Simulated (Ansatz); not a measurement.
Compare A (`O[Si@H]1C[C@@H]1[SiH3]`) with its isomer B (`C=C[SiH2]O[SiH3]`).

Computed with Ansatz on PBE0-D4/def2-TZVP structures; ΔE is electronic, products minus reactants. CBS: MP2 limit from def2 TZ/QZ plus the TZ coupled-cluster correction, frozen cores. DFT in def2-TZVPP. B3LYP here is the variant with VWN-RPA as its local correlation; programs differ in this. Each species was taken in one conformer, which may not be the lowest.

Task: Which isomer does CCSD(T)/CBS put lower? Give the gap. (An estimate is asked.)

Result: Ansatz gave: B, by 31.6 kcal/mol.

Task: Give E(B) − E(A) in kcal/mol with PBE0-D4, HF/def2-TZVPP, B3LYP, B3LYP-D4, r2SCAN-D4, ωB97M-V, CCSD/def2-TZVPP. (Best estimate.)

Result: Ansatz gave: PBE0-D4 -25.4, HF/def2-TZVPP -44.1, B3LYP -34.4, B3LYP-D4 -34.2, r2SCAN-D4 -28.0, ωB97M-V -29.4, CCSD/def2-TZVPP -33.2. None reverses the order clearly.

Largest T1 diagnostic: 0.011.

In def2-TZVPP, CCSD(T) changes the Hartree–Fock value by +12.1 kcal/mol (the triples alone add +1.2 kcal/mol) and MP2 by +14.8 kcal/mol. From PBE to PBE0 (25 % exact exchange), in def2-TZVPP and without D4, E(B) − E(A) moves by −0.8 kcal/mol.
